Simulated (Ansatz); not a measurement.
Program: Ansatz. Geometries: PBE0-D4/def2-TZVP. ΔE: electronic, gas phase. CBS: MP2 limit from def2 TZ/QZ plus the TZ coupled-cluster correction, frozen cores. This one scheme is used for every species, atoms too. No spin–orbit coupling; open shells (•) take unrestricted orbitals. Spin–orbit coupling would lower the free atoms: a little for B, C; strongly for Te. Elements past krypton have def2 core potentials. Bonds to Te are less sure, by a few kJ/mol each and by 10 to 20 or more in all where they break to atoms, as the def2 sets lack core-valence functions.

Reaction (atomization): `CC1B[Te]1` → B• + 2 C• + 5 H• + Te•

```tsv
species	MP2/CBS(def2) energy (Eh)
`CC1B[Te]1`	-371.58572
B•	-24.58226
C•	-37.76950
H•	-0.50000
Te•	-267.68638
```

Question: Work out ΔE.

Answer: ΔE = 5 × (-0.50000) + 2 × (-37.76950) + (-24.58226) + (-267.68638) − (-371.58572) = 1.27808 Eh = +3355.6 kJ/mol. CCSD(T)/CBS gives +3292.3 kJ/mol.

Largest T1 diagnostic among the species: 0.017.

Leaving LDA and LC-ωPBE aside and taking each functional with its dispersion term where it has one, the values, not all of them listed here, spread over 178.6 kJ/mol, from BHLYP-D4 to PBE-D4. LDA lies +414.9 kJ/mol from PBE without D4, its usual overbinding. In def2-TZVPP, CCSD(T) changes the Hartree–Fock value by +794.2 kJ/mol (the triples alone add +61.3 kJ/mol) and MP2 by +857.5 kJ/mol; breaking electron pairs costs correlation energy, which Hartree–Fock lacks.

For atomizations the MP2-based limit and the directly extrapolated one differ by several kJ/mol either way, and by 10 to 25 for some Ge, Se and Sn compounds, so smaller differences from it don't rank the levels.
